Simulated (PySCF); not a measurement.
Computed with delta-SCF UKS SCAN, pcX-2 on the ionised atom, pcseg-1 elsewhere, spin-free X2C (PySCF 2.14.0). Geometries: PBE0-D3(BJ)/def2-SVP; isolated species, one conformer each. Values against the vacuum level.

Task: Rank by computed C 1s binding energy, lowest first.
A. C3 in `[CH3:1][GeH:2]1[CH2:3][CH2:4][CH2:5]1`
B. C4 in `[CH3:1][C@@H:2]1[CH2:3][C@H:4]1[GeH3:5]`
C. C1 in `[CH3:1][C:2](=[O:3])[SiH:4]1[NH:5][SiH2:6][NH:7][SiH2:8][NH:9]1`
D. C1 in `[CH3:1][C:2]1([GeH3:3])[CH2:4][CH2:5]1`

Result: A (289.68 eV), B (290.12 eV), D (290.65 eV), C (291.10 eV).

From the lowest up, the atoms are bonded to: C, 2 H and Ge (289.68); 2 C, H and Ge (290.12); C and 3 H (290.65); C and 3 H (291.10).
